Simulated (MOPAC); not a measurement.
A run for MOPAC: PM6 on H2OPb (SMILES [OH][PbH]), a point of a torsion scan.

```
PM6 1SCF PRECISE CHARGE=0 THREADS=1
H2OPb

O     -1.15466083 1     0.36394535 1     0.20400824 1
Pb     0.93642640 1     0.77272860 1    -0.19923788 1
H     -1.50821201 1    -0.47963667 1    -0.06786679 1
H      0.89169292 1     2.45452541 1     0.55167383 1
```

Output:

```
*******************************************************************************
 **                                                                           **
 **                              MOPAC v23.2.5                                **
 **                                                                           **
 *******************************************************************************
 ** MOPAC's Digital Object Identifier: https://doi.org/10.5281/zenodo.6511958 **
 **                                                                           **
 ** Please cite the open-source release paper for use of this MOPAC version:  **
 ** J. E. Moussa and J. J. P. Stewart (2026)                                  **
 ** MOPAC: An open-source semiempirical molecular orbital program             **
 ** J. Open Source Softw., 11(119), 8025, https://doi.org/10.21105/joss.08025 **
 *******************************************************************************

                              PM6 CALCULATION RESULTS

 *******************************************************************************
 *  PM6        - The PM6 Hamiltonian to be used
 *
 *
 *
 *                 CHARGE ON SYSTEM = 0
 *
 *
 *
 *  PRECISE    - TIGHTER CRITERIA TO BE USED
 *  1SCF       - DO 1 SCF AND THEN STOP
 *  THREADS=1  - MULTI-THREADING NOT USED
 *  T=         - A TIME OF 172800.0 SECONDS REQUESTED
 *  DUMP=N     - RESTART FILE WRITTEN EVERY 7200.0 SECONDS REQUESTED
 *******************************************************************************
PM6 1SCF PRECISE CHARGE=0 THREADS=1
 H2OPb

   ATOM   CHEMICAL          X               Y               Z
  NUMBER   SYMBOL      (ANGSTROMS)     (ANGSTROMS)     (ANGSTROMS)

     1       O         -1.15466083  *   0.36394535  *   0.20400824  *
     2      Pb          0.93642640  *   0.77272860  *  -0.19923788  *
     3       H         -1.50821201  *  -0.47963667  *  -0.06786679  *
     4       H          0.89169292  *   2.45452541  *   0.55167383  *



          CARTESIAN COORDINATES

    NO.       ATOM           X           Y           Z

     1         O         -1.1547      0.3639      0.2040
     2        Pb          0.9364      0.7727     -0.1992
     3         H         -1.5082     -0.4796     -0.0679
     4         H          0.8917      2.4545      0.5517

 General Reference for PM6:
 "Optimization of Parameters for Semiempirical Methods V: Modification of NDDO Approximations
 and Application to 70 Elements", J. J. P. Stewart, J. Mol. Mod., 13, 1173-1213 (2007)
 URL: https://link.springer.com/article/10.1007/s00894-007-0233-4

           Empirical Formula: H2 O Pb  =     4 atoms



      MOLECULAR POINT GROUP   :   Cs


      RHF CALCULATION, NO. OF DOUBLY OCCUPIED LEVELS = 6


 -------------------------------------------------------------------------------
 PM6 1SCF PRECISE CHARGE=0 THREADS=1
 H2OPb



     1SCF WAS SPECIFIED, SO BFGS WAS NOT USED
     SCF FIELD WAS ACHIEVED


                              PM6 CALCULATION
                                                       MOPAC v23.2.5 Linux




          FINAL HEAT OF FORMATION =          5.52795 KCAL/MOL =      23.12895 KJ/MOL


          COSMO AREA              =         87.80 SQUARE ANGSTROMS
          COSMO VOLUME            =         71.53 CUBIC ANGSTROMS

          IONIZATION POTENTIAL    =          9.017903 EV
          HOMO LUMO ENERGIES (EV) =         -9.018 -1.955
          NO. OF FILLED LEVELS    =          6
          MOLECULAR WEIGHT        =        225.2152         POINT GROUP:  Cs

          MOLECULAR DIMENSIONS (Angstroms)

            Atom       Atom       Distance
            H     4    H     3     3.84092
            O     1   Pb     2     1.51264
            H     4    O     1     0.00000


          SCF CALCULATIONS        =          1





   ATOM   CHEMICAL          X               Y               Z
  NUMBER   SYMBOL      (ANGSTROMS)     (ANGSTROMS)     (ANGSTROMS)

     1       O         -1.15466083  *   0.36394535  *   0.20400824  *
     2      Pb          0.93642640  *   0.77272860  *  -0.19923788  *
     3       H         -1.50821201  *  -0.47963667  *  -0.06786679  *
     4       H          0.89169292  *   2.45452541  *   0.55167383  *

                             CARTESIAN COORDINATES

   1    O       -1.154660830     0.363945350     0.204008240
   2   Pb        0.936426400     0.772728600    -0.199237880
   3    H       -1.508212010    -0.479636670    -0.067866790
   4    H        0.891692920     2.454525410     0.551673830


           Empirical Formula: H2 O Pb  =     4 atoms



      MOLECULAR POINT GROUP   :   Cs


                  EIGENVALUES
 -26.87758 -19.30693 -14.80863 -11.42927 -11.17415  -9.01790  -1.95548  -0.45807
   1.89052   6.53047


              NET ATOMIC CHARGES AND DIPOLE CONTRIBUTIONS

  ATOM NO.   TYPE          CHARGE      No. of ELECS.   s-Pop       p-Pop
    1          O          -0.842057        6.8421     1.70561     5.13645
    2         Pb           0.513310        3.4867     1.89462     1.59207
    3          H           0.332424        0.6676     0.66758
    4          H          -0.003677        1.0037     1.00368
 DIPOLE           X         Y         Z       TOTAL
 POINT-CHG.     4.555    -0.376    -1.434     4.790
 HYBRID        -1.957     1.048     1.005     2.437
 SUM            2.598     0.672    -0.429     2.718


          ATOMIC ORBITAL ELECTRON POPULATIONS

     Atom    s        px        py        pz
    1  O   1.70561   1.74336   1.55041   1.84268
    2 Pb   1.89462   0.39252   0.87998   0.31957
    3  H   0.66758
    4  H   1.00368

 **********************
 *                    *
 * JOB ENDED NORMALLY *
 *                    *
 **********************




 == MOPAC DONE ==
```

The run finished.

Cost: very roughly 0.020 core-seconds.
